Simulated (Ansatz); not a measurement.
Tuning the range parameter of LC-ωPBE so that −HOMO meets the ionisation energy; basis def2-TZVP, Ansatz. System: BCl2(OMe) (CH₃BCl₂O). The state is a singlet with charge 0. Geometry: B3LYP-D4/def2-SVP. The ionised state is a doublet.

Geometry of the singlet:

```tsv
atom	x (Å)	y (Å)	z (Å)
B1	-0.236	1.288	0.017
Cl2	-1.811	1.084	-0.781
Cl3	0.302	2.912	0.448
O4	0.561	0.261	0.308
C5	0.329	-1.114	0.048
H6	0.455	-1.671	0.989
H7	1.079	-1.469	-0.675
H8	-0.679	-1.291	-0.354
```

| ω (1/bohr) | HOMO (eV) | LUMO (eV) | vertical IE (eV) | HOMO + IE (eV) |
| --- | --- | --- | --- | --- |
| 0.15 | -9.59 | 0.73 | 10.81 | 1.22 |
| 0.2 | -10.16 | 1.16 | 11.01 | 0.85 |
| 0.3 | -11.08 | 1.75 | 11.44 | 0.36 |

Question: Estimate the row for 0.1 bohr⁻¹.

Answer: 
```json
{"ω (1/bohr)": "0.1", "HOMO (eV)": "-8.94", "LUMO (eV)": "0.18", "vertical IE (eV)": "10.66", "HOMO + IE (eV)": "1.72"}
```

Question: Where does the tuning condition hold?

Answer: Not within the range that was run.
